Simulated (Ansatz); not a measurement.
**SnH3Cl (SMILES [Cl][SnH3]): the vertical energy of the triplet above the singlet, rung by rung**

SnH3Cl has 5 atoms, charge 0, and is taken as a singlet. As SMILES, `[Cl][SnH3]`. Geometry: relaxed at PBE0-D4/def2-TZVP.

Quantity: the vertical energy of the triplet above the singlet, in eV. The values are calculated.

| level | kind | program | value (eV) | less FCI/STO-3G | CPU time (all runs) |
| --- | --- | --- | --- | --- | --- |
| PBE/STO-3G | GGA | Ansatz | 7.56 | -1.00 | 23 s |
| r2SCAN/STO-3G | meta-GGA | Ansatz | 7.92 | -0.64 | 70 s |
| B3LYP/STO-3G | global hybrid | Ansatz | 7.96 | -0.60 | 27 s |
| HSE06/STO-3G | range-separated hybrid | Ansatz | 7.99 | -0.57 | 60 s |
| MP2/STO-3G | perturbation theory | Ansatz | 8.59 | +0.03 | 15 s |
| CCSD(T)/STO-3G | coupled cluster or CI | Ansatz | 8.56 | 0.00 | 16 s |
| CCSDT(Q)/STO-3G | coupled cluster or CI | Ansatz | 8.56 | 0.00 | 20 s |
| FCI/STO-3G | exact in the basis | Ansatz | 8.56 | 0.00 | 57 s |

FCI/STO-3G is exact within its basis and frozen core, so for wave-function methods in that basis the difference is their error; functionals converge differently with the basis, so for them it is only a difference. All-electron rows without a relativistic Hamiltonian named are non-relativistic. Spin-orbit coupling, which can split open shells on such heavy atoms by tenths of an eV, is left out. The values span 7.56 to 8.59 eV. A triplet this far above the singlet is often a Rydberg-like or dissociative state; sets without diffuse functions put Rydberg states too high. All rows use very small basis sets, so none should be taken for the real molecule's value. In the correlated wave-function rows the outer d shell of Sn is correlated, in sets not made for it. Times are those of the runs behind each value, whatever else they computed, on shared processors of several kinds: orders of magnitude only.
